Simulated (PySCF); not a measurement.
Some computed properties have been withheld. Give your best values.

Compound: CH₁₀N₂OSi₃.
SMILES with atom numbers: `[CH2:1]=[N:2][NH:3][SiH2:4][SiH2:5][O:6][SiH3:7]` (hydrogens: H8, H9 on C1; H10 on N3; H11, H12 on Si4; H13, H14 on Si5; H15, H16, H17 on Si7)

Conformer (atom-mapped SMILES and torsion angles): `[CH2:1]=[N:2][NH:3][SiH2:4][SiH2:5][O:6][SiH3:7]`: C1–N2–N3–Si4 -177°, N2–N3–Si4–Si5 -7°, N3–Si4–Si5–O6 -179°.

```tsv
property	level	value
point group of the GFN2-xTB geometry	GFN2-xTB	C1
rotational constants A, B, C of the GFN2-xTB geometry	GFN2-xTB	?
dipole moment	CAM-B3LYP/def2-SVPD	1.87 D
HOMO energy	CAM-B3LYP/def2-SVPD	-7.99 eV
LUMO energy	CAM-B3LYP/def2-SVPD	?
lowest singlet excitation	TDDFT CAM-B3LYP/def2-SVPD	?
strongest line among the 8 lowest singlet transitions	TDDFT CAM-B3LYP/def2-SVPD	?
lowest triplet excitation (Tamm–Dancoff)	TDA CAM-B3LYP/def2-SVPD	?
static isotropic polarisability	CAM-B3LYP/def2-SVPD	?
electronic spatial extent ⟨r²⟩ about the centre of nuclear charge	CAM-B3LYP/def2-SVPD	2172 bohr²
13C chemical shifts (computed TMS as zero) by class	GIAO PBE0/pcSseg-1	122.8 (C1) ppm
1H chemical shifts (computed TMS as zero) by class	GIAO PBE0/pcSseg-1	6.42 (H9), 5.73 (H13/H14), 5.66 (H8), 5.24 (H11/H12), 5.03 (H15/H16/H17), 4.70 (H10) ppm
isotropic shieldings of nuclei other than C and H, by class	GIAO PBE0/pcSseg-1	?
```

The electronic properties come from PySCF, for the isolated species, density fitting.

**Question.** What are the isotropic shieldings of nuclei other than C and H, by class?

**Answer.** -126 (N2), 134 (N3), 342 (O6), 384 (Si5), 394 (Si7), 402 (Si4) ppm.

**Question.** What are the rotational constants A, B, C of the GFN2-xTB geometry?

**Answer.** 4.366, 0.561, 0.506 GHz.

**Question.** What is the LUMO energy?

**Answer.** 0.35 eV.

**Question.** What is the lowest triplet excitation (Tamm–Dancoff)?

**Answer.** 3.81 eV.

**Question.** What is the static isotropic polarisability?

**Answer.** 113.8 au.

**Question.** The lowest singlet excitation?

**Answer.** 5.45 eV (228 nm, f = 0.001).

**Question.** What is the strongest line among the 8 lowest singlet transitions?

**Answer.** S2 at 5.97 eV (208 nm, f = 0.272).

The principal polarisabilities are 88.3, 111.0 and 142.0 au; their mean is the isotropic value. The polarisability is 16.86 Å³ as a volume (1 au = 0.148185 Å³), or 1.42 au for each of the 80 electrons. The rotational constants make it an asymmetric top with κ = (2B − A − C)/(A − C) = -0.97, nearer the prolate limit (−1). A dipole of 1.87 D is allowed in C1, and pure rotational transitions are dipole-allowed. The largest Löwdin shares of the HOMO are 0.40 on N3, 0.24 on C1, 0.17 on N2 and 0.06 on Si4. In atomic units the dipole is 0.73 e·bohr (1 au = 2.5417 D).

One conformer stands for the species.
